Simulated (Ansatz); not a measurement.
Consider the atomization: `[CH3][Al]([F])[F]` → Al• + C• + 2 F• + 3 H•.

Calculated with Ansatz (gas phase, PBE0-D4/def2-TZVP geometries, no zero-point term in ΔE). CBS: MP2 limit from def2 TZ/QZ plus the TZ coupled-cluster correction, frozen cores. This one scheme is used for every species, atoms too. Functionals use def2-TZVPP. No spin–orbit coupling; open shells (•) take unrestricted orbitals. Spin–orbit coupling would lower the free atoms: a little for Al, C, F.

CCSD(T)/CBS gives +28.95 eV.

(1) Another level gave +28.86 eV. Which?
A. r2SCANh-D4/def2-TZVPP
B. r2SCAN0-D4/def2-TZVPP
C. r2SCAN-D4/def2-TZVPP
D. ωB97X-V/def2-TZVPP

Largest T1 diagnostic among the species: 0.018.

## Answers

(1) C. r2SCAN-D4 28.86, r2SCAN0-D4 28.32, r2SCANh-D4 28.64, ωB97X-V 28.74 eV.

The D4 term adds +0.16 eV with B3LYP and +0.08 eV with PBE0; it sums over pairs of atoms, weighted by their polarisabilities, and B3LYP, whose exchange is more repulsive, gets the larger term. From r2SCAN to r2SCAN0 (25 % exact exchange), in def2-TZVPP and without D4, ΔE moves by −0.54 eV: exact exchange takes away binding that semilocal exchange gives to molecules.

B3LYP here is the variant with VWN-RPA as its local correlation; programs differ in this.

For atomizations the MP2-based limit and the directly extrapolated one differ by several kJ/mol either way, and by 10 to 25 for some Ge, Se and Sn compounds, so smaller differences from it don't rank the levels.
